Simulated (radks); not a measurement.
The numbers below are computed, except where a source is named.
Spherical quantum dot in the effective-mass picture: electrons in a parabolic well V = omega^2 r^2 / 2 with omega = 1.23, with a point charge +1 (a donor) at the centre, all in effective atomic units (hartree* = m*/eps^2 hartree, bohr* = eps/m* bohr), one dielectric constant everywhere. Level of theory: non-relativistic Kohn-Sham, LDA (Slater exchange, Perdew-Wang correlation), spin-polarised, spherical densities (a radial shooting solver with Libxc functionals). Levels are named by radial order and angular momentum (1s, 1p, 1d, 2s, ...), and open shells are averaged over m.

N = 9, configuration 1s2 1p6 2s(up 1, down 0). This is the lowest configuration that the search found. Occupied and some empty levels:

level,occupation,eigenvalue (hartree*),<r> (bohr*)
1s up,1,6.1104,1.085
1s down,1,6.1578,1.104
1p up,3,7.1472,1.567
1p down,3,7.1691,1.566
2s up,1,7.9012,1.608
2s down,0,7.9615,1.610
1d up,0,8.0724,1.844
1d down,0,8.0963,1.840
1f up,0,9.0361,2.060
1f down,0,9.0632,2.059
2p up,0,9.1425,1.869
2p down,0,9.1738,1.878
1g up,0,10.043,2.248
1g down,0,10.072,2.248

Energy (hartree*): total 39.8011, kinetic 10.531, external 9.0116, Hartree 24.691, exchange-correlation -4.4316.

Electron density:

r (bohr*),n(r) (e/bohr*^3)
0.0630,1.379
0.300,0.8725
0.538,0.5879
0.775,0.4353
1.01,0.3478
1.25,0.2817
1.49,0.2158
1.73,0.1488
1.96,0.08998
2.20,0.04672
2.44,0.02077
2.67,0.007834
2.91,0.002524
3.15,0.0006929
